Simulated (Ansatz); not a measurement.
Coupled-cluster run, C2H9NOSi, SMILES `CN[SiH](C)O`.

```yaml
crystal:
  periodic: [false, false, false]
  atoms:
    - {symbol: C, position_ang: [-0.976004, 1.625132, 0.330825]}
    - {symbol: N, position_ang: [0.359034, 1.076323, 0.404977]}
    - {symbol: Si, position_ang: [0.861414, -0.434342, -0.219505]}
    - {symbol: C, position_ang: [-0.190850, -1.871807, 0.306489]}
    - {symbol: O, position_ang: [0.777589, -0.481731, -1.870034]}
    - {symbol: H, position_ang: [-1.518320, 1.561677, 1.282244]}
    - {symbol: H, position_ang: [-0.968415, 2.674021, 0.016034]}
    - {symbol: H, position_ang: [-1.558622, 1.076576, -0.413076]}
    - {symbol: H, position_ang: [0.983137, 1.574889, 1.016489]}
    - {symbol: H, position_ang: [2.266114, -0.565410, 0.262128]}
    - {symbol: H, position_ang: [-0.157910, -1.999772, 1.390905]}
    - {symbol: H, position_ang: [-1.232956, -1.718803, 0.013307]}
    - {symbol: H, position_ang: [0.152615, -2.796934, -0.162166]}
    - {symbol: H, position_ang: [1.190275, 0.250981, -2.329916]}
basis:
  gaussian: {orbitals: def2-TZVPP}
correlation: {method: ccsd_t}
output: {orbitals: {seedname: orbitals}}
```

```sh
$ ansatz run in.yaml --threads 4 --pin off --events-out ev --progress --plain
```

Log, shortened:

```
Functional definition: HF
1695 factors; integrals over basis functions are off by at most 1.2e-3 eV
mean field evaluation 1: about -13584.0529 eV, gradient 5.1e1 eV
mean field evaluation 2: about -13584.2952 eV, gradient 5.1e1 eV
mean field evaluation 4: about -13589.6136 eV, gradient 4.5e0 eV
mean field evaluation 8: about -13589.6863 eV, gradient 2.6e-1 eV
mean field -13589.68659770 eV, -499.4117710450 hartree, gradient 2.3e-6 eV, S^2 0.000000; 0 other end points of the search recorded, 0 dependent functions left out
9 core orbitals not correlated: weight in the atoms' cores, before any rotation towards them, 1.000 or more for the frozen orbitals, at most 0.000 for the correlated occupied ones
reference -13589.68659770 eV, -499.4117710450 hartree; 16, 16 occupied and 267, 267 virtual orbitals, 1695 factors
second order -25.40109083 eV of doubles, -0.00000000 eV of singles
cycle   1  -25.98607917 eV  change   -5.8e-1 eV  update   9.7e-2
cycle   2  -26.56481028 eV  change   -5.8e-1 eV  update   2.7e-2
cycle   3  -26.67565924 eV  change   -1.1e-1 eV  update   1.3e-2
cycle   4  -26.66689437 eV  change    8.8e-3 eV  update   3.0e-3
cycle   5  -26.66678471 eV  change    1.1e-4 eV  update   1.4e-3
cycle   6  -26.66715902 eV  change   -3.7e-4 eV  update   4.4e-4
cycle   7  -26.66692941 eV  change    2.3e-4 eV  update   1.7e-4
cycle   8  -26.66689584 eV  change    3.4e-5 eV  update   5.5e-5
cycle   9  -26.66690926 eV  change   -1.3e-5 eV  update   1.8e-5
perturbative correction -0.97674736 eV, -0.0358948033 hartree
Total energy: -13617.33025431 eV, -500.4276566881 hartree
```

Hardware: 4 threads of a server CPU on a shared host. Wall time 5.6 min, peak host memory 9.2 GiB.

The correlation energy is -27.644 eV, 3.5 % of it from (T); the T1 diagnostic reads 0.0103.
